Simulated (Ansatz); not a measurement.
B₂P₂⁺ (the lowest doublet isomer of a short search) was relaxed with PBE-D4 (def2-TZVP) in Ansatz in these states: charge +1 doublet, charge +1 quartet. The geometries follow in no particular order.

A:

```xyz
4

B     0.486    0.291   -0.647
B    -0.485   -0.293    0.647
P    -1.058   -0.631   -1.078
P     1.058    0.632    1.078
```

B:

```xyz
4

B     0.9157   -0.1126   -0.3190
B    -0.9158    0.1125    0.3190
P     0.4349   -0.4838    1.4192
P    -0.4349    0.4839   -1.4191
```

Judge from the bond lengths which geometry belongs to which state (an estimate).

A is the charge +1 doublet (B1–B2 1.720 Å, B2–P4 1.850 Å, B1–P4 1.850 Å); B is the charge +1 quartet (B1–B2 1.952 Å, B2–P4 1.841 Å, B1–P4 1.841 Å).

At PBE-D4/def2-TZVP the gap within one spin of the charge 1 doublet nearly closes, so an electron or hole may be smeared out by delocalisation error. At PBE0-D4/def2-TZVP a doublet lies 1.21 eV below the charge +1 quartet. These are the stationary points nearest to one start from a short search; other shapes may lie lower in each state.
